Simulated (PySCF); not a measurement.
One of the candidates below gave these computed data.

- 1H NMR: chemical shifts (computed TMS as zero) by class: 5.17 (1 H), 4.56 (3 H), 4.52 (1 H), 4.28 (1 H), 4.28 (1 H), 3.42 (3 H), 2.87 (1 H), 0.33 (3 H) ppm [GIAO PBE0/pcSseg-1]
- Dipole: 1.37 D [PBE0/pcSseg-1]
- NMR, other nuclei: isotropic shieldings of nuclei other than C and H, by class: 291 (1 O), 394 (1 Si), 406 (1 Si), 464 (1 Si), 659 (1 S) ppm [GIAO PBE0/pcSseg-1]
- 13C NMR: chemical shifts (computed TMS as zero) by class: 81.3 (1 C), 61.2 (1 C), -6.2 (1 C) ppm [GIAO PBE0/pcSseg-1]
- Rotational structure: rotational constants A, B, C: 1.385, 0.537, 0.435 GHz [GFN2-xTB]

Electronic properties: PySCF, gas phase, density fitting. Levels stand in brackets. One conformer (not necessarily the lowest) at the GFN2-xTB geometry, without solvent, vibrations or thermal averaging. Each NMR value is the plain mean over a class of atoms that symmetry, rotation or inversion makes alike.

Task: Which candidate is it?
A. `C#CC[SiH2]O[SiH2]S[SiH3]`
B. `CCC[SiH2][Si@@H](O)S[SiH3]`
C. `C[Si@H]([SiH3])COCS[SiH3]`
D. `O=C=C(C=O)S[SiH2]C=O`

Result: C. It is `C[Si@H]([SiH3])COCS[SiH3]`. Numbering: `[CH3:1][Si@H:2]([SiH3:3])[CH2:4][O:5][CH2:6][S:7][SiH3:8]`. Its formula, C3H14OSSi3, gives 0 degrees of unsaturation, so no ring and no π bond. 3 carbons fall into 3 classes; from least to most shielded: sp3 carbon bound to oxygen [C6] (81.3 ppm), sp3 carbon bound to oxygen [C4] (61.2 ppm), Si-methyl carbon [C1] (-6.2 ppm). Hydrogen classes from least to most shielded: 1 H on an sp3 carbon bound to oxygen, C6 (5.17 ppm), 3 H on an SiH3 silicon, Si8 (4.56 ppm), 1 H on an sp3 carbon bound to oxygen, C6 (4.52 ppm), 1 H on an sp3 carbon bound to oxygen, C4 (4.28 ppm), 1 H on an SiH silicon, Si2 (4.28 ppm), 3 H on an SiH3 silicon, Si3 (3.42 ppm), 1 H on an sp3 carbon bound to oxygen, C4 (2.87 ppm), 3 H on an Si-methyl carbon, C1 (0.33 ppm). The other shieldings belong to: 291 ppm, ether oxygen [O5]; 394 ppm, SiH silicon [Si2]; 406 ppm, SiH3 silicon [Si8]; 464 ppm, SiH3 silicon [Si3]; 659 ppm, sulfur bonded to C and Si [S7]. The optimised geometry has point group C1 and is an asymmetric top.

The others, at the same levels:
- `CCC[SiH2][Si@@H](O)S[SiH3]` fails: its computed 13C shifts are 24.8 (1 C), 21.4 (1 C), 13.6 (1 C) ppm, 1H shifts are 6.32 (1 H), 4.57 (3 H), 3.85 (1 H), 3.80 (1 H), 1.88 (1 H), 1.53 (1 H), 1.37 (1 H), 1.11 (3 H), 1.04 (1 H), 0.87 (1 H) ppm and smallest rotational constant is 0.466 GHz (against 0.435 GHz).
- `C#CC[SiH2]O[SiH2]S[SiH3]` fails: it has 10 hydrogens where the 1H data count 14; its computed 13C shifts are 85.2 (1 C), 76.5 (1 C), 7.8 (1 C) ppm, 1H shifts are 5.65 (2 H), 5.19 (2 H), 4.53 (3 H), 2.04 (2 H), 1.45 (1 H) ppm and rotational constant A is 1.591 GHz (against 1.385 GHz).
- `O=C=C(C=O)S[SiH2]C=O` fails: it has 4 hydrogens where the 1H data count 14; its computed 13C shifts are 251.5 (1 C), 196.3 (1 C), 186.8 (1 C), 52.2 (1 C) ppm, 1H shifts are 11.96 (1 H), 9.38 (1 H), 5.44 (2 H) ppm and rotational constant A is 2.793 GHz (against 1.385 GHz).

Each candidate is one conformer, not necessarily the lowest. Dipoles, sizes and rotational constants follow the conformer. The torsions of the flexible species, by atom-mapped SMILES:
- `[CH3:1][Si@H:2]([SiH3:3])[CH2:4][O:5][CH2:6][S:7][SiH3:8]`: C1–Si2–C4–O5 59°, Si2–C4–O5–C6 178°, C4–O5–C6–S7 -74°, O5–C6–S7–Si8 -61°
- `[CH:1]#[C:2][CH2:3][SiH2:4][O:5][SiH2:6][S:7][SiH3:8]`: C2–C3–Si4–O5 -53°, C3–Si4–O5–Si6 5°, Si4–O5–Si6–S7 -47°, O5–Si6–S7–Si8 174°
- `[O:1]=[C:2]=[C:3]([CH:4]=[O:5])[S:6][SiH2:7][CH:8]=[O:9]`: C2–C3–C4–O5 180°, C2–C3–S6–Si7 -179°, C3–S6–Si7–C8 179°, S6–Si7–C8–O9 158°

The conformers of `CCC[SiH2][Si@@H](O)S[SiH3]` aren't listed.
